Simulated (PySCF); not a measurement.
Vertical excitations of a molecule C₄H₆F₂ from TDDFT-PBE/def2-SVPD (PySCF 2.14.0), as energy in eV (oscillator strength): 6.75 (0.012), 7.40 (0.006), 7.53 (0.020), 7.59 (0.007), 7.84 (0.014), 8.11 (0.008), 8.23 (0.020), 8.42 (0.015), 8.65 (0.002), 8.70 (0.020). Lowest triplet (TDA): 6.60 eV. Geometry optimised at PBE-D3(BJ)/def2-SVP. One conformer was computed; it need not be the lowest.

### Question
Which molecule gave these data?
A) FC(F)C1CC1
B) F[C@H]1C[C@@H](F)C1
C) CCC=C(F)F
D) C[C@@H]1CC1(F)F

### Answer
D, C[C@@H]1CC1(F)F
